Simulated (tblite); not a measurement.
C₇H₄FO₂ (charge -1).
SMILES with atom numbers: `[O:1]=[C:2]([O-:3])[c:4]1[cH:5][cH:6][cH:7][cH:8][c:9]1[F:10]` (hydrogens: H11 on C5; H12 on C6; H13 on C7; H14 on C8)
Bond orders are those of one Lewis drawing.

Computed with GFN2-xTB (tblite), gas phase: Langevin dynamics at 200 K from the optimised GFN2-xTB geometry, time step 0.5 fs, friction 0.01 fs⁻¹, 2000 steps. The instantaneous temperature is 2·E(kin)/(3Nk) with all 3N coordinates.

| t (fs) | T (K) | E(pot) above start (eV) | O1=C2 (Å) | C2–O3 (Å) | C2–C4 (Å) | C4–C5 (Å) | C5–C6 (Å) | C5–H11 (Å) | O1–C2–C4–C5 (°) |
| --- | --- | --- | --- | --- | --- | --- | --- | --- | --- |
| 0 | 155 | 0.000 | 1.230 | 1.237 | 1.589 | 1.390 | 1.382 | 1.082 | 180 |
| 25 | 148 | 0.125 | 1.251 | 1.229 | 1.605 | 1.395 | 1.368 | 1.071 | 180 |
| 50 | 196 | 0.206 | 1.222 | 1.277 | 1.560 | 1.383 | 1.373 | 1.088 | -178 |
| 75 | 160 | 0.185 | 1.228 | 1.236 | 1.653 | 1.408 | 1.385 | 1.081 | 179 |
| 100 | 138 | 0.192 | 1.258 | 1.233 | 1.554 | 1.399 | 1.381 | 1.074 | 177 |
| 125 | 146 | 0.244 | 1.231 | 1.268 | 1.562 | 1.405 | 1.363 | 1.070 | 163 |
| 150 | 142 | 0.216 | 1.232 | 1.250 | 1.592 | 1.399 | 1.371 | 1.106 | 167 |
| 175 | 139 | 0.160 | 1.243 | 1.218 | 1.614 | 1.396 | 1.370 | 1.084 | 166 |
| 200 | 161 | 0.240 | 1.222 | 1.247 | 1.627 | 1.404 | 1.358 | 1.041 | 157 |
| 225 | 180 | 0.194 | 1.212 | 1.239 | 1.573 | 1.377 | 1.355 | 1.111 | 150 |
| 250 | 163 | 0.277 | 1.256 | 1.213 | 1.630 | 1.379 | 1.380 | 1.102 | 142 |
| 275 | 202 | 0.233 | 1.238 | 1.238 | 1.575 | 1.363 | 1.388 | 1.041 | 139 |
| 300 | 176 | 0.229 | 1.224 | 1.241 | 1.647 | 1.394 | 1.402 | 1.090 | 128 |
| 325 | 140 | 0.284 | 1.249 | 1.237 | 1.541 | 1.368 | 1.388 | 1.114 | 129 |
| 350 | 232 | 0.316 | 1.219 | 1.245 | 1.610 | 1.373 | 1.371 | 1.067 | 134 |
| 375 | 314 | 0.286 | 1.215 | 1.224 | 1.586 | 1.380 | 1.364 | 1.061 | 135 |
| 400 | 292 | 0.269 | 1.250 | 1.201 | 1.628 | 1.359 | 1.411 | 1.090 | 136 |
| 425 | 305 | 0.333 | 1.197 | 1.230 | 1.591 | 1.356 | 1.435 | 1.088 | 136 |
| 450 | 275 | 0.379 | 1.195 | 1.230 | 1.580 | 1.374 | 1.413 | 1.083 | 132 |
| 475 | 300 | 0.330 | 1.212 | 1.197 | 1.642 | 1.390 | 1.394 | 1.095 | 135 |
| 500 | 259 | 0.416 | 1.210 | 1.209 | 1.591 | 1.373 | 1.400 | 1.072 | 132 |
| 525 | 255 | 0.316 | 1.224 | 1.229 | 1.650 | 1.399 | 1.406 | 1.058 | 120 |
| 550 | 224 | 0.212 | 1.233 | 1.223 | 1.590 | 1.376 | 1.423 | 1.103 | 112 |
| 575 | 179 | 0.279 | 1.232 | 1.235 | 1.609 | 1.377 | 1.425 | 1.076 | 102 |
| 600 | 153 | 0.321 | 1.248 | 1.214 | 1.501 | 1.379 | 1.392 | 1.075 | 105 |
| 625 | 194 | 0.284 | 1.229 | 1.227 | 1.633 | 1.412 | 1.377 | 1.077 | 97 |
| 650 | 269 | 0.196 | 1.222 | 1.228 | 1.592 | 1.390 | 1.365 | 1.069 | 105 |
| 675 | 193 | 0.358 | 1.239 | 1.221 | 1.660 | 1.400 | 1.384 | 1.088 | 88 |
| 700 | 277 | 0.205 | 1.229 | 1.257 | 1.582 | 1.366 | 1.409 | 1.086 | 92 |
| 725 | 163 | 0.397 | 1.251 | 1.220 | 1.508 | 1.396 | 1.391 | 1.074 | 76 |
| 750 | 280 | 0.385 | 1.245 | 1.237 | 1.579 | 1.429 | 1.389 | 1.096 | 83 |
| 775 | 199 | 0.337 | 1.228 | 1.254 | 1.566 | 1.411 | 1.382 | 1.082 | 69 |
| 800 | 172 | 0.377 | 1.247 | 1.210 | 1.721 | 1.381 | 1.382 | 1.073 | 80 |
| 825 | 316 | 0.185 | 1.214 | 1.245 | 1.569 | 1.377 | 1.408 | 1.065 | 80 |
| 850 | 259 | 0.332 | 1.237 | 1.230 | 1.503 | 1.374 | 1.415 | 1.092 | 91 |
| 875 | 233 | 0.386 | 1.227 | 1.222 | 1.527 | 1.379 | 1.411 | 1.089 | 89 |
| 900 | 223 | 0.278 | 1.223 | 1.230 | 1.632 | 1.376 | 1.415 | 1.075 | 87 |
| 925 | 177 | 0.309 | 1.224 | 1.217 | 1.636 | 1.373 | 1.400 | 1.080 | 87 |
| 950 | 149 | 0.363 | 1.223 | 1.224 | 1.618 | 1.354 | 1.382 | 1.091 | 69 |
| 975 | 212 | 0.193 | 1.212 | 1.223 | 1.576 | 1.364 | 1.402 | 1.090 | 87 |
| 1000 | 204 | 0.150 | 1.229 | 1.226 | 1.609 | 1.397 | 1.406 | 1.067 | 89 |

Task: From 500 fs on, how do temperature and potential energy compare with equipartition?

Result: The mean temperature of these 21 frames is 219 K against the target 200 K, and the mean potential energy 0.30 eV against 36 × kT/2 = 0.31 eV for 36 classical harmonic modes. For 14 atoms in a canonical ensemble the temperature itself scatters by T·√(2/(3N)) = 44 K; here its standard deviation is 46 K. The whole run lasts only 10 friction times of 100 fs, so these averages carry a wide statistical error.

Task: What are the kinetic and total energies of the listed frame with the highest potential energy?

Result: The one at 500 fs, 0.416 eV above the start. Its kinetic energy is 3NkT/2 = 0.469 eV at 259 K, so the sum is 0.88 eV; over the listed frames the sum runs from 0.28 to 0.89 eV, since the thermostat adds and removes energy.

Task: How much do the listed bonds fluctuate from 500 fs on?

Result: 
```tsv
bond	at the start (Å)	mean (Å)	standard deviation (Å)
O1=C2	1.230	1.230	0.011
C2–O3	1.237	1.228	0.012
C2–C4	1.589	1.593	0.054
C4–C5	1.390	1.385	0.018
C5–C6	1.382	1.398	0.016
C5–H11	1.082	1.080	0.011
```

The motion is classical and holds no zero-point motion.

The cost below is that of the whole dynamics run. Hardware: one thread of an AMD EPYC 9R14, no GPU, shared host with 96 logical CPUs at a one-minute load of 26. Cost: 10 s of wall time, 0.19 GiB resident at most.
